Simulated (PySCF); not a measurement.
# How the method changes the shape and vibrations of AlBClH3O

These are calculations, not measurements. They come from PySCF 2.14.0, an open-source quantum chemistry program, on an isolated molecule that a program drew, which may never have been made. The molecule is AlBClH3O (charge 0, singlet), drawn as the SMILES string `[BH2][Al]([OH])[Cl]`.

The geometry was optimised and harmonic frequencies were computed with HF and MP2, all in the cc-pV(D+d)Z basis, for the commonest isotopes, with a restricted reference for singlets and an unrestricted one otherwise, and a frozen core in MP2. Each result is a local minimum of its method.

Geometry at the HF minimum:
```xyz
7
AlBClH3O, angstrom
B    -3.1549   -0.7026   -0.0863
Al   -1.3920    0.1374    0.7595
O    -0.2610   -0.8290    1.5434
Cl   -1.0077    2.2247    0.6392
H    -3.1905   -1.0995   -1.2196
H    -4.1755   -0.8026    0.5393
H     0.5533   -0.5984    1.9586
```

Lengths of the bonds as drawn, in Å (atoms numbered as above):
```
   bond     HF    MP2
 B1-Al2  2.128  2.123
 Al2-O3  1.682  1.706
Al2-Cl4  2.126  2.121
  B1-H5  1.201  1.208
  B1-H6  1.201  1.208
  O3-H7  0.943  0.964
```

Rotational constants, in GHz:
```
constant     HF    MP2
       A  5.616  5.592
       B   3.06  3.046
       C  2.014  2.005
```

Harmonic frequencies in cm^-1, each column in rising order, so a row needn't be the same motion in every method:
| rank | HF | MP2 |
|---|---|---|
| 1 | 139 | 130 |
| 2 | 139 | 132 |
| 3 | 205 | 195 |
| 4 | 207 | 196 |
| 5 | 403 | 381 |
| 6 | 456 | 455 |
| 7 | 586 | 577 |
| 8 | 602 | 596 |
| 9 | 639 | 644 |
| 10 | 894 | 861 |
| 11 | 922 | 888 |
| 12 | 1247 | ? |
| 13 | 2667 | 2622 |
| 14 | 2740 | 2702 |
| 15 | 4221 | 3925 |

**Estimate the missing MP2 frequency from the HF column.**

A single factor s that minimises the squared misfit of MP2 against s times HF over the other rows is sum(HF x MP2) / sum(HF^2) = 0.9564, with an rms misfit of 43 cm^-1. For rank 12 it gives 0.9564 x 1247 = 1193 cm^-1. The calculation gives 1196 cm^-1, 3 cm^-1 above the estimate. The drawn bonds are on average 0.7 % longer in MP2 than in HF.
